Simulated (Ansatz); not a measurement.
Nd (SMILES [Nd]), quintet (core potentials on Nd); Ansatz (an electronic-structure program) with SVWN5/def2-SV(P).

Input for Ansatz:
Ansatz 0.2 input:
```yaml
crystal:
  periodic: [false, false, false]
  atoms:
    - {symbol: Nd, position_ang: [0.00000000, 0.00000000, 0.00000000]}
basis:
  gaussian:
    orbitals: def2-SV_P_.json
    final_grid: {core_spheres: 14, valence_spheres: 28, degree: 59}
hamiltonian:
  xc: {name: SVWN5}
magnetization: {spin_polarized: true, initial_magnetization: 4}
```
The basis file holds def2-SV(P) in the JSON format of the Basis Set Exchange.

Predict the main parts of the log of this Ansatz run.


```
Functional definition: SVWN5
619 factors; their error is unknown
mean field evaluation 1: about -15242.5639 eV, gradient 7.4e1 eV
mean field evaluation 2: about -15036.0999 eV, gradient 2.6e2 eV
mean field evaluation 4: about -15254.9407 eV, gradient 2.3e1 eV
mean field evaluation 8: about -15257.4871 eV, gradient 3.4e0 eV
mean field evaluation 16: about -15257.5794 eV, gradient 2.8e-2 eV
mean field evaluation 32: about -15257.5794 eV, gradient 1.8e-5 eV
mean field evaluation 64: about -15257.5045 eV, gradient 2.0e-6 eV
mean field evaluation 96: about -15257.5794 eV, gradient 1.7e-6 eV
mean field evaluation 128: about -15257.5615 eV, gradient 6.2e-1 eV
mean field evaluation 160: about -15256.4253 eV, gradient 1.2e1 eV
mean field evaluation 192: about -15257.5094 eV, gradient 4.3e-1 eV
mean field evaluation 224: about -15257.4592 eV, gradient 6.3e-1 eV
mean field -15257.57940295 eV, -560.7057010998 hartree, gradient 4.2e-6 eV, S^2 6.002947; 12 other end points of the search recorded, 0 dependent functions left out
reference -15257.57942942 eV, -560.7057020725 hartree; 18, 14 occupied and 51, 55 virtual orbitals, 619 factors
Total energy: -15257.57942942 eV, -560.7057020725 hartree
```
